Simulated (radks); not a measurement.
Values are calculated unless marked as measured or tabulated.
Initial-state core-level shifts of neutral thulium when its valence configuration changes from [Xe] 4f13 6s2. Code: a radial shooting solver on a logarithmic mesh with Libxc functionals. Model: Dirac Kohn-Sham, PBEsol, spin-unpolarised, spherical densities, point nucleus; open shells are shared between the two j in proportion to 2j + 1. Shifts are changes of the shell-averaged eigenvalues in eV (positive: less bound).

| valence | 2s | 2p | 3p | 3d |
|---|---|---|---|---|
| 4f13 5d2 | +0.360 | +0.356 | +0.336 | +0.344 |
| 4f12 6s2 6p1 | -10.364 | -10.290 | -11.035 | -10.976 |
| 4f12 5d1 6s2 | -7.190 | -7.119 | -7.909 | -7.839 |
| 4f11 5d2 6s2 | -15.184 | -15.018 | -16.860 | -16.698 |
| 4f13 5d0.5 6s1.5 | +0.235 | +0.234 | +0.225 | +0.228 |
| 4f11 6s2 6p2 | -22.523 | -22.349 | -24.088 | -23.953 |
| 4f13 6s1 6p1 | -1.519 | -1.520 | -1.497 | -1.499 |
| 4f13 6s1.5 6p0.5 | -0.780 | -0.781 | -0.769 | -0.770 |
